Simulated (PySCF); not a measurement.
Question: Write Cartesian coordinates for trans-Zr(NH3)2F4 (`[NH3]->[Zr](<-[NH3])([F])([F])([F])[F]`) as optimised with PBE0-D3(BJ)/def2-SVP. (Singlet state.)

Answer: 
```
atom  x, y, z in Å
Zr1    0.0499   -0.0553    0.0010
N2    -0.0241    0.0075    2.3889
H3    -0.4843    0.8618    2.7064
H4     0.9185   -0.0119    2.7799
H5    -0.5567   -0.7692    2.7821
N6     0.0018    0.0317   -2.3862
H7     0.4543    0.8697   -2.7517
H8    -0.9700    0.0582   -2.6998
H9     0.4273   -0.7951   -2.8056
F10    1.9305   -0.0889    0.5240
F11   -1.8572   -0.0852    0.4131
F12    0.0720    1.8563   -0.3938
F13    0.0688   -1.9314   -0.5362
```

Orientation and origin are arbitrary. Atoms count from 1 in this order. N2 (nitrogen bonded to Zr and 3 H) is tetrahedral (angles from 106.4° to 112.4°). All 4 F–Zr bonds measure 1.951 to 1.952 Å. Zr1 (zirconium bonded to 4 F and 2 N) has the three widest angles are 175.4°, 152.3° and 152.2°, the others run from 76.1° to 107.5°.

Bonds between heavy atoms (Å): Zr1–N2 2.390, Zr1–N6 2.389, Zr1–F10 1.952, Zr1–F11 1.951, Zr1–F12 1.952, Zr1–F13 1.952.

Computed, not measured: PySCF, PBE0-D3(BJ)/def2-SVP geometry optimisation, gas phase, def2 core potentials past Kr.

Point group: near Cs, missed by 0.23 Å at most; the miss may be what the optimiser left on a soft mode. No frequency check.
